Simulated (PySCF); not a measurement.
Species: C9H8O.
Numbering: `[CH2:1]=[CH:2][c:3]1[cH:4][cH:5][c:6]([OH:7])[c:8]2[c:9]1[CH2:10]2` (hydrogens: H11, H12 on C1; H13 on C2; H14 on C4; H15 on C5; H16 on O7; H17, H18 on C10)

The calculation used PySCF 2.14.0, PBE0-D3(BJ)/def2-SVP geometry optimisation, gas phase.

List the bond lengths, angles and torsions at this level.

| bond | length (Å) |
| --- | --- |
| C1=C2 | 1.339 |
| C2–C3 | 1.460 |
| C3–C4 | 1.418 |
| C4–C5 | 1.395 |
| C5–C6 | 1.412 |
| C6–O7 | 1.346 |
| C6–C8 | 1.382 |
| C8–C9 | 1.347 |
| C9–C10 | 1.489 |
| C3–C9 | 1.388 |
| C8–C10 | 1.500 |
| C1–H11 | 1.092 |
| C1–H12 | 1.094 |
| C2–H13 | 1.096 |
| C4–H14 | 1.094 |
| C5–H15 | 1.092 |
| O7–H16 | 0.963 |
| C10–H17, C10–H18 | 1.101 |

Bonds in one row agree within 0.01 Å and their mean is given. A selection of angles:
| angle | degrees |
| --- | --- |
| C1–C2–C3 | 125.3 |
| C2–C3–C4 | 122.3 |
| C2–C3–C9 | 126.5 |
| C4–C3–C9 | 111.2 |
| C3–C4–C5 | 123.4 |
| C4–C5–C6 | 122.1 |
| C5–C6–O7 | 119.4 |
| C5–C6–C8 | 113.6 |
| O7–C6–C8 | 127.1 |
| C6–C8–C9 | 123.4 |
| C6–C8–C10 | 173.7 |
| C9–C8–C10 | 62.8 |
| C8–C9–C10 | 63.6 |
| C3–C9–C8 | 126.2 |
| C3–C9–C10 | 170.1 |
| C8–C10–C9 | 53.6 |
| H16–O7–C6 | 108.6 |

Dihedral angles: C1–C2–C3–C4 180° (antiperiplanar); H16–O7–C6–C5 180° (antiperiplanar).

Of the pairs four or more bonds apart, C9···H12 is among the closest relative to their van der Waals radii: 2.80 Å, 97 % of the sum of Bondi's values. O7 (phenol-type oxygen) is bent (angle 108.6°). The C–C distances run from 1.339 Å (C1=C2, drawn double) to 1.500 Å (C8–C10, drawn single), a spread of 0.161 Å. The 3-membered ring C8–C9–C10 has internal angles of 53.6° to 63.6°. The 10 heavy atoms lie in one plane (0.007 Å rms). The 6-membered ring C3–C4–C5–C6–C8–C9 has internal angles of 111.2° to 126.2°; it is planar, 0.00 Å rms from its mean plane, widest ring torsion 1°.

PBE0-D3(BJ)/def2-SVP frequencies: not computed here. The numbers are those of one conformer (C1–C2–C3–C4 180°, C5–C6–O7–H 180°).

Time: 3.9 min. Hardware: one thread, Arm Neoverse N1, no GPU (shared host). That covers the optimisation of the geometry.
